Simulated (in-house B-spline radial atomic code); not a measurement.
Radial electron density of Hg IV (Hg3+), 1s1 2s2 2p6 3s2 3p6 3d10 4s2 4p6 (4d3/2)3 (4d5/2)6 4f14 5s2 5p6 5d10 6s1. Method: Dirac-Kohn-Sham PBE0, spherical fractional occupations, Fermi nucleus of rms radius 5.4648 fm. Calculated with a B-spline radial code for spherical atoms.

Caution: exact exchange at fractional occupations of open shells leaves self-interaction of up to several eV.

Columns: r (bohr), 4πr²n(r) (electrons per bohr), bar.

```
0.000601    3.117 #
0.000749    4.364 #
0.000932    6.055 ##
 0.00116    8.338 ##
 0.00145    11.44 ###
  0.0018    15.37 #####
 0.00224    20.43 ######
 0.00279     26.7 ########
 0.00348    34.21 ##########
 0.00433    42.57 #############
 0.00539    51.31 ###############
 0.00672    59.57 ##################
 0.00836    66.09 ###################
  0.0104    70.01 #####################
   0.013    71.38 #####################
  0.0162    72.02 #####################
  0.0201    75.92 ######################
  0.0251    88.07 ##########################
  0.0312    109.5 ################################
  0.0388    134.3 ########################################
  0.0484    149.6 ############################################
  0.0602    144.6 ###########################################
   0.075    126.9 #####################################
  0.0934    119.6 ###################################
   0.116    132.8 #######################################
   0.145    141.8 ##########################################
    0.18    119.7 ###################################
   0.225    86.43 #########################
    0.28    82.26 ########################
   0.348     93.3 ###########################
   0.434    81.09 ########################
    0.54    50.75 ###############
   0.673    31.01 #########
   0.838    25.46 #######
    1.04    20.98 ######
     1.3    13.49 ####
    1.62    6.889 ##
    2.02    2.907 #
    2.51    1.028 
    3.13   0.2736 
    3.89  0.05019 
    4.85 0.005066 
    6.04 0.0002434 
    7.52 4.548e-06
```

On this grid the curve has 3 maxima, near 0.0484, 0.145, 0.348 bohr.

The 6s1/2 radial function P(r) = rR(r), positive near the nucleus, with its small component Q(r) (sign convention: Q ≈ (P' + κP/r)/2c):

| r (bohr) | P | Q |
| --- | --- | --- |
| 0.00025 | 0.01191 | -0.003523 |
| 0.000388 | 0.01691 | -0.005268 |
| 0.000601 | 0.02371 | -0.007609 |
| 0.000932 | 0.03287 | -0.01077 |
| 0.00145 | 0.04481 | -0.01502 |
| 0.00224 | 0.05905 | -0.02037 |
| 0.00348 | 0.07442 | -0.02689 |
| 0.00539 | 0.08624 | -0.03377 |
| 0.00836 | 0.08554 | -0.0392 |
| 0.013 | 0.05784 | -0.03963 |
| 0.0201 | -0.007685 | -0.03054 |
| 0.0312 | -0.09695 | -0.009716 |
| 0.0484 | -0.1328 | 0.01472 |
| 0.075 | -0.0137 | 0.02228 |
| 0.116 | 0.1763 | 0.002316 |
| 0.18 | 0.07703 | -0.01598 |
| 0.28 | -0.2553 | -0.001634 |
| 0.434 | -0.03594 | 0.01088 |
| 0.673 | 0.4163 | -0.001092 |
| 1.04 | -0.01292 | -0.006529 |
| 1.62 | -0.7342 | -0.0003125 |
| 2.51 | -0.6641 | 0.002383 |
| 3.89 | -0.2017 | 0.0009646 |
| 6.04 | -0.01533 | 8.192e-05 |
